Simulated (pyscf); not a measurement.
H₂N–SiH₂–Si(NH₂)(SiH₃)–SiH₃, singlet

Gas-phase minimum from PySCF at ωB97X-D3(BJ)/def2-SVP, one conformer. 

SMILES: [SiH2]([Si]([SiH3])([SiH3])N)N
```xyz
18

N     -0.1881    -1.8658    -1.1390
Si    -0.3769    -0.2603    -1.7914
Si    -0.6257     1.0614     0.1083
N     -0.4104     2.7594    -0.2559
Si     0.8576     0.0811     1.6367
Si    -2.7723     0.7094     0.9434
H     -0.8584    -2.2046    -0.4556
H      0.1338    -2.6272    -1.7280
H      0.8795     0.0826    -2.5265
H     -1.5041    -0.0744    -2.7644
H     -0.6118     3.4399     0.4707
H      0.4217     3.0368    -0.7684
H      0.9980     0.9290     2.8637
H      2.2188    -0.0907     1.0443
H      0.3481    -1.2560     2.0679
H     -3.8190     1.1569    -0.0232
H     -2.9904     1.4183     2.2415
H     -2.9453    -0.7579     1.1828
```
Charge 0, spin multiplicity 1.

Bond lengths (Å): N1–Si2 1.743, N1–H7 1.015, N1–H8 1.015, Si2–Si3 2.328, Si2–H9 1.496, Si2–H10 1.501, Si3–N4 1.750, Si3–Si5 2.345, Si3–Si6 2.330, N4–H11 1.016, N4–H12 1.016, Si5–H13 1.498, Si5–H14 1.494, Si5–H15 1.494 (the first ones only). Bond angles (°): Si2–N1–H7 119.2, Si2–N1–H8 120.5, H7–N1–H8 110.5, N1–Si2–Si3 103.2, N1–Si2–H9 107.7, N1–Si2–H10 116.0, Si3–Si2–H9 111.1, Si3–Si2–H10 112.2, H9–Si2–H10 106.5, Si2–Si3–N4 111.6, Si2–Si3–Si5 103.1, Si2–Si3–Si6 107.8, N4–Si3–Si5 117.6, N4–Si3–Si6 109.5 (the first ones only).

Properties at ωB97X-D3(BJ)/def2-SVP:

```yaml
harmonic_wavenumbers_unscaled: 37, 71, 85, 88, 113, 142, 150, 160, 189, 224, 251, 355, 399, 428, 440, 463, 474, 525, 544, 571, 576, 681, 787, 839, 843, 850, 883, 900, 935, 947, 951, 956, 961, 988, 1561, 1562, 2193, 2218, 2224, 2230, 2235, 2235, 2240, 2246, 3601, 3609, 3693, 3703 cm⁻¹
zero_point_energy: 76.3 kcal/mol
rotational_symmetry_number: 1
Entropy of this conformer at 298 K and 1 atm, rigid rotor and harmonic oscillator, modes under 100 cm⁻¹ raised to 100: 465.5 J/(mol K)
dipole_moment: 0.57 D
```

Single-point totals, which compare only within one level:

| level | total energy (hartree) |
|---|---|
| ωB97X-D3(BJ)/def2-TZVP | -1274.98934 |
| PBE/def2-TZVP | -1274.06839 |
| r²SCAN/def2-TZVP | -1274.64952 |
| B3LYP-D3(BJ)/def2-TZVP | -1274.94854 |
| PBE0-D3(BJ)/def2-TZVP | -1274.21774 |
| M06-2X/def2-TZVP | -1274.67152 |
| ωB97M-D3(BJ)/def2-TZVP | -1275.01372 |

The lowest mode is so soft that the shape along it may change with the basis. Soft torsions are taken as harmonic, which can shift the entropy by several J/(mol K).
